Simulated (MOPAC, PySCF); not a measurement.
C2H6Br2O2Sn, SMILES `C[O][Sn]([Br])([Br])[O]C` (C–O–Sn–Br torsion -174°, Br–Sn–O–C torsion 65°), neutral singlet in the gas phase. 

Z-matrix (Å, degrees):
```
Sn
O 1 1.9497
C 2 1.4119 1 121.41
H 3 1.1006 2 107.60 1 173.95
H 3 1.1040 4 108.12 2 -121.36
H 3 1.1046 4 107.85 5 -117.05
O 1 1.9570 2 107.65 3 66.29
C 7 1.4091 1 122.45 2 -177.06
H 8 1.1007 7 107.83 1 177.42
H 8 1.1048 9 107.87 7 -121.47
H 8 1.1048 9 107.90 10 -116.85
Br 1 2.4582 2 108.13 3 -173.66
Br 1 2.4765 2 110.49 3 -51.81
```
Charge 0, spin multiplicity 1.

All levels are single points at this geometry (CAM-B3LYP-D3(BJ)/def2-SVP); Pople sets use spherical d functions. Orbital energies aren't observables, and empty levels follow the basis.

CAM-B3LYP-D3(BJ)/def2-TZVP in PySCF gives dipole (D) = 1.36.

Estimate the dipole (D) from each of these levels: B3LYP/6-31G* (LANL2DZ on Sn) in PySCF; B3LYP/LANL2DZ in PySCF; M06-2X/6-31G* (LANL2DZ on Sn) in PySCF; HF/6-31G* (LANL2DZ on Sn) in PySCF; PM3 in MOPAC.


| level | dipole (D) |
|---|---|
| B3LYP/6-31G* (LANL2DZ on Sn) in PySCF | 1.56 |
| B3LYP/LANL2DZ in PySCF | 2.03 |
| M06-2X/6-31G* (LANL2DZ on Sn) in PySCF | 1.65 |
| HF/6-31G* (LANL2DZ on Sn) in PySCF | 1.65 |
| PM3 in MOPAC | 3.93 |
